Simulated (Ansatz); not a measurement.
Stepwise reaction of `N#[C][Sn]([F])([C]#N)[C]#N` with hydrogen fluoride, as a gas-phase model of exchange steps in deposition or etching. ΔE in kJ/mol; ΔG adds harmonic PBE0-D4 terms to CCSD(T)/CBS, at 1 bar.

Computed with Ansatz on PBE0-D4/def2-TZVP structures; ΔE is electronic, products minus reactants. CBS: MP2 limit from def2 TZ/QZ plus the TZ coupled-cluster correction, frozen cores. This one scheme is used for every species. DFT in def2-TZVPP. B3LYP here is the variant with VWN-RPA as its local correlation; programs differ in this. Elements past krypton have def2 core potentials. For Sn outer-core shells are correlated without core-valence functions, which leaves a few kJ/mol of doubt a bond.

| step | reaction | PBE-D4 | B3LYP-D4 | ωB97M-V | CCSD(T)/CBS | ΔG(400 K) |
| --- | --- | --- | --- | --- | --- | --- |
| 1 | `N#[C][Sn]([F])([C]#N)[C]#N` + H–F → `N#[C][Sn]([F])([F])[C]#N` + `C#N` | -45.0 | -47.9 | -44.5 | -37.7 | -38.9 |
| 2 | `N#[C][Sn]([F])([F])[C]#N` + H–F → `N#[C][Sn]([F])([F])[F]` + `C#N` | -43.8 | -46.2 | -43.4 | -37.6 | -35.9 |
| 3 | `N#[C][Sn]([F])([F])[F]` + H–F → `[F][Sn]([F])([F])[F]` + `C#N` | -39.5 | -41.6 | -39.3 | -34.3 | -29.1 |

(1) By hand: ΔE of the 3 steps together at CCSD(T)/CBS.

## Answers

(1) (-37.7) + (-37.6) + (-34.3) = -109.6 kJ/mol, or -36.5 kJ/mol a step.

In ΔE the steps differ by no more than 3.4 kJ/mol. All are downhill at CCSD(T)/CBS. ΔG lies between -38.9 and -29.1 kJ/mol a step. PBE-D4 differs from CCSD(T)/CBS by -7.3 to -5.2 kJ/mol a step. Only this route is followed, and other bonds may react first. Isolated molecules leave out the surface, adducts and barriers. Largest T1 diagnostic: 0.015.
